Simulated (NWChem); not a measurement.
System: C₂H₃ClN₂Si; SMILES Cl[SiH]1N=CC=N1

The following NWChem deck was run.

```
start job
memory heap 200 mb stack 900 mb global 1100 mb
geometry units angstroms noautoz
  Cl    -0.356503     2.029558     0.000000
  Si     0.632167     0.237066     0.000000
  N      0.099640    -0.803731     1.347015
  C     -0.384383    -1.826860     0.763560
  C     -0.384383    -1.826860    -0.763560
  N      0.099640    -0.803731    -1.347015
  H      2.094114     0.468649     0.000000
  H     -0.789529    -2.688621     1.321798
  H     -0.789529    -2.688621    -1.321798
end
basis spherical
  * library def2-svp
end
dft
  xc slater pw91lda
  iterations 150
  mulliken
end
task dft energy
```

Excerpt of the output:

```
             Northwest Computational Chemistry Package (NWChem) 7.3.0
             --------------------------------------------------------

 CS  symmetry detected

                             Geometry "geometry" -> ""
                             -------------------------

 Output coordinates in angstroms (scale by  1.889725989 to convert to a.u.)

  No.       Tag          Charge          X              Y              Z
 ---- ---------------- ---------- -------------- -------------- --------------
    1 Cl                  17.0000    -0.34754039    -2.03572597     0.00000000
    2 Si                  14.0000     0.63194113    -0.23819658     0.00000000
    3 N                    7.0000     0.09409340     0.79986085     1.34701500
    4 C                    6.0000    -0.39516052     1.82049879     0.76356000
    5 C                    6.0000    -0.39516052     1.82049879    -0.76356000
    6 N                    7.0000     0.09409340     0.79986085    -1.34701500
    7 H                    1.0000     2.09505441    -0.46229303     0.00000000
    8 H                    1.0000    -0.80471245     2.68017461     1.32179800
    9 H                    1.0000    -0.80471245     2.68017461    -1.32179800

 Effective nuclear repulsion energy (a.u.)     334.3398740814

      Symmetry information
      --------------------

 Group name             Cs
 Group number              2
 Group order               2
 No. of unique centers     6

                                 NWChem DFT Module
                                 -----------------

 Summary of "ao basis" -> "ao basis" (spherical)
 ------------------------------------------------------------------------------
       Tag                 Description            Shells   Functions and Types
 ---------------- ------------------------------  ------  ---------------------
 Cl                         def2-svp                 8       18   4s3p1d
 Si                         def2-svp                 8       18   4s3p1d
 N                          def2-svp                 6       14   3s2p1d
 C                          def2-svp                 6       14   3s2p1d
 H                          def2-svp                 3        5   2s1p

      Symmetry analysis of basis
      --------------------------

        a'         63
        a"         44

            General Information
            -------------------
          SCF calculation type: DFT
          Wavefunction type:  closed shell.
          No. of atoms     :     9
          No. of electrons :    60
           Alpha electrons :    30
            Beta electrons :    30
          Charge           :     0
          Spin multiplicity:     1
          Use of symmetry is: on ; symmetry adaption is: on
          Maximum number of iterations: 150
          AO basis - number of functions:   107
                     number of shells:    49
          Convergence on energy requested:  1.00D-06
          Convergence on density requested:  1.00D-05
          Convergence on gradient requested:  5.00D-04

              XC Information
              --------------
                        Slater Exchange Functional  1.000 local
            Perdew 1991 LDA Correlation Functional  1.000 local

             Grid Information
             ----------------
          Grid used for XC integration:  medium
          Radial quadrature: Mura-Knowles
          Angular quadrature: Lebedev.
          Tag              B.-S. Rad. Rad. Pts. Rad. Cut. Ang. Pts.
          ---              ---------- --------- --------- ---------
          Cl                  1.00       88          12.0       590
          Si                  1.10       88          10.0       590
          N                   0.65       49          10.0       434
          C                   0.70       49          10.0       434
          H                   0.35       45          11.0       434
          Grid pruning is: on
          Number of quadrature shells:   364
          Spatial weights used:  Erf1

      Superposition of Atomic Density Guess
      -------------------------------------

 Sum of atomic energies:        -933.29788481

      Non-variational initial energy
      ------------------------------

 Total energy =    -936.179328
 1-e energy   =   -1950.920355
 2-e energy   =     680.401153
 HOMO         =      -0.292032
 LUMO         =      -0.105072

      Symmetry analysis of molecular orbitals - initial
      -------------------------------------------------

  Numbering of irreducible representations:

     1 a'          2 a"

  Orbital symmetries:

     1 a'          2 a'          3 a'          4 a"          5 a'
     6 a"          7 a'          8 a'          9 a'         10 a"
    11 a'         12 a'         13 a'         14 a"         15 a'
    16 a"         17 a'         18 a'         19 a"         20 a'
    21 a'         22 a'         23 a'         24 a"         25 a'
    26 a"         27 a'         28 a"         29 a"         30 a'
    31 a'         32 a"         33 a'         34 a"         35 a'
    36 a'         37 a"         38 a'         39 a'         40 a'

     ---------------------------------------------
      Total Density - Mulliken Population Analysis
     ---------------------------------------------

    Atom       Charge   Shell Charges
 -----------   ------   -------------------------------------------------------
    1 Cl  17    17.39   2.00  1.99  1.22  0.72  5.94  2.16  3.34  0.01
    2 Si  14    12.88   2.00  1.99  0.94  0.14  5.93  0.94  0.66  0.29
    3 N    7     7.72   1.99  1.10  0.57  2.45  1.58  0.02
    4 C    6     5.68   1.99  0.97  0.27  1.70  0.69  0.06
    5 C    6     5.68   1.99  0.97  0.27  1.70  0.69  0.06
    6 N    7     7.72   1.99  1.10  0.57  2.45  1.58  0.02
    7 H    1     1.07   0.69  0.37  0.01
    8 H    1     0.94   0.68  0.23  0.02
    9 H    1     0.94   0.68  0.23  0.02

   convergence    iter        energy       DeltaE   RMS-Dens  Diis-err
 ---------------- ----- ----------------- --------- --------- ---------
 d= 0,ls=0.0,diis     1   -932.4913579437 -1.27D+03  2.26D-02  1.54D+00
 d= 0,ls=0.0,diis     2   -931.9706697354  5.21D-01  1.73D-02  5.59D+00
 d= 0,ls=0.0,diis     3   -932.5876963079 -6.17D-01  5.80D-03  4.05D-01
 d= 0,ls=0.0,diis     4   -932.6246650250 -3.70D-02  2.92D-03  9.01D-02
 d= 0,ls=0.0,diis     5   -932.6377563152 -1.31D-02  5.75D-04  2.04D-03
  Resetting Diis
 d= 0,ls=0.0,diis     6   -932.6380144681 -2.58D-04  1.80D-04  2.48D-04
 d= 0,ls=0.0,diis     7   -932.6380465697 -3.21D-05  8.42D-05  1.29D-05
 d= 0,ls=0.0,diis     8   -932.6380408482  5.72D-06  5.57D-05  5.36D-05
 d= 0,ls=0.0,diis     9   -932.6380480571 -7.21D-06  1.36D-05  4.73D-06
 d= 0,ls=0.0,diis    10   -932.6380485726 -5.16D-07  2.73D-06  8.01D-08

         Total DFT energy =     -932.638048572625
      One electron energy =    -1953.680961033564
           Coulomb energy =      757.329932978051
    Exchange-Corr. energy =      -70.626894598492
 Nuclear repulsion energy =      334.339874081380

 Numeric. integr. density =       59.999996157868

                  Occupations of the irreducible representations
                  ----------------------------------------------

                     irrep           alpha         beta
                     --------     --------     --------
                     a'               20.0         20.0
                     a"               10.0         10.0

                       DFT Final Molecular Orbital Analysis
                       ------------------------------------

 Vector   28  Occ=2.000000D+00  E=-2.937304D-01  Symmetry=a"
              MO Center= -2.2D-01, -5.5D-01,  1.6D-14, r^2= 4.2D+00
   Bfn.  Coefficient  Atom+Function         Bfn.  Coefficient  Atom+Function
  ----- ------------  ---------------      ----- ------------  ---------------
    13      0.463593  1 Cl pz                10      0.355290  1 Cl pz
     7      0.206687  1 Cl pz                40     -0.183093  3 N  px
    82      0.183093  6 N  px                54      0.174375  4 C  px
    68     -0.174375  5 C  px                41     -0.169551  3 N  py
    83      0.169551  6 N  py                43      0.117928  3 N  px

 Vector   29  Occ=2.000000D+00  E=-2.440133D-01  Symmetry=a"
              MO Center=  3.8D-02,  9.0D-01, -6.6D-13, r^2= 3.2D+00
   Bfn.  Coefficient  Atom+Function         Bfn.  Coefficient  Atom+Function
  ----- ------------  ---------------      ----- ------------  ---------------
    42      0.401602  3 N  pz                84      0.401602  6 N  pz
    45     -0.279829  3 N  pz                87     -0.279829  6 N  pz
    59     -0.181633  4 C  pz                73     -0.181633  5 C  pz
    28      0.149780  2 Si pz                53      0.149018  4 C  s
    67     -0.149018  5 C  s                 52      0.129091  4 C  s

 Vector   30  Occ=2.000000D+00  E=-2.391748D-01  Symmetry=a'
              MO Center= -3.7D-02,  1.0D+00,  6.8D-13, r^2= 3.7D+00
   Bfn.  Coefficient  Atom+Function         Bfn.  Coefficient  Atom+Function
  ----- ------------  ---------------      ----- ------------  ---------------
    21      0.314525  2 Si s                 42      0.303728  3 N  pz
    84     -0.303728  6 N  pz                56      0.229886  4 C  pz
    70     -0.229886  5 C  pz                45     -0.216053  3 N  pz
    87      0.216053  6 N  pz                98      0.172637  8 H  s
   103      0.172637  9 H  s                 39     -0.170023  3 N  s

 Vector   31  Occ=0.000000D+00  E=-1.409458D-01  Symmetry=a'
              MO Center= -6.5D-02,  1.1D+00, -4.5D-15, r^2= 3.1D+00
   Bfn.  Coefficient  Atom+Function         Bfn.  Coefficient  Atom+Function
  ----- ------------  ---------------      ----- ------------  ---------------
    40      0.284388  3 N  px                82      0.284388  6 N  px
    54      0.273276  4 C  px                68      0.273276  5 C  px
    57      0.261639  4 C  px                71      0.261639  5 C  px
    43     -0.258767  3 N  px                85     -0.258767  6 N  px
    29     -0.253437  2 Si px                94      0.214596  7 H  s

 Vector   32  Occ=0.000000D+00  E=-2.183141D-02  Symmetry=a"
              MO Center= -1.8D-01,  1.4D+00,  1.1D-14, r^2= 2.8D+00
   Bfn.  Coefficient  Atom+Function         Bfn.  Coefficient  Atom+Function
  ----- ------------  ---------------      ----- ------------  ---------------
    57      0.488547  4 C  px                71     -0.488547  5 C  px
    54      0.381682  4 C  px                68     -0.381682  5 C  px
    43     -0.275057  3 N  px                85      0.275057  6 N  px
    31     -0.259738  2 Si pz                58      0.216264  4 C  py
    72     -0.216264  5 C  py                40      0.212646  3 N  px

 Vector   33  Occ=0.000000D+00  E= 1.760230D-05  Symmetry=a'
              MO Center=  7.9D-01, -5.8D-01,  6.5D-16, r^2= 3.8D+00
   Bfn.  Coefficient  Atom+Function         Bfn.  Coefficient  Atom+Function
  ----- ------------  ---------------      ----- ------------  ---------------
    30      1.064382  2 Si py                21     -0.681449  2 Si s
    94      0.675102  7 H  s                  4      0.477057  1 Cl s
    11      0.408756  1 Cl px                12      0.405697  1 Cl py
    27      0.301335  2 Si py                53     -0.284305  4 C  s
    67     -0.284305  5 C  s                 20     -0.256570  2 Si s

     ---------------------------------------------
      Total Density - Mulliken Population Analysis
     ---------------------------------------------

    Atom       Charge   Shell Charges
 -----------   ------   -------------------------------------------------------
    1 Cl  17    17.15   2.00  1.98  1.29  0.67  5.92  2.17  3.10  0.02
    2 Si  14    13.54   2.00  1.97  1.11  0.10  5.91  1.29  0.77  0.39
    3 N    7     7.19   1.98  1.04  0.55  2.34  1.25  0.02
    4 C    6     6.02   1.98  0.94  0.27  2.06  0.73  0.05
    5 C    6     6.02   1.98  0.94  0.27  2.06  0.73  0.05
    6 N    7     7.19   1.98  1.04  0.55  2.34  1.25  0.02
    7 H    1     1.01   0.70  0.30  0.01
    8 H    1     0.94   0.72  0.20  0.02
    9 H    1     0.94   0.72  0.20  0.02

     -------------------------------------------
      Total Density - Lowdin Population Analysis
     -------------------------------------------

    Atom       Charge   Shell Charges
 -----------   ------   -------------------------------------------------------
    1 Cl  17    16.99   2.00  1.95  1.06  0.78  5.81  2.27  3.10  0.02
    2 Si  14    13.62   2.00  1.93  0.70  0.32  5.81  1.28  1.01  0.58
    3 N    7     7.19   1.97  0.82  0.52  2.18  1.65  0.04
    4 C    6     6.01   1.96  0.62  0.32  1.85  1.11  0.14
    5 C    6     6.01   1.96  0.62  0.32  1.85  1.11  0.14
    6 N    7     7.19   1.97  0.82  0.52  2.18  1.65  0.04
    7 H    1     1.06   0.62  0.41  0.03
    8 H    1     0.97   0.62  0.28  0.07
    9 H    1     0.97   0.62  0.28  0.07

     Multipole analysis of the density
     ---------------------------------

     L   x y z        total         alpha         beta         nuclear
     -   - - -        -----         -----         ----         -------
     0   0 0 0     -0.000000    -30.000000    -30.000000     60.000000

     1   1 0 0     -0.020747     -0.010374     -0.010374     -0.000000
     1   0 1 0      0.713987      0.356994      0.356994     -0.000000
     1   0 0 1     -0.000000     -0.000000     -0.000000     -0.000000

     2   2 0 0    -34.267203    -44.499341    -44.499341     54.731478
     2   1 1 0     -1.944841      4.278821      4.278821    -10.502482
     2   1 0 1      0.000000      0.000000      0.000000      0.000000
     2   0 2 0    -31.387446   -255.942878   -255.942878    480.498311
     2   0 1 1     -0.000000     -0.000000     -0.000000      0.000000
     2   0 0 2    -40.684912    -84.430344    -84.430344    128.175776
```

Level: LDA (Slater exchange, PW92)/def2-SVP. Coordinates come from a PBE0/def2-SVP optimisation.
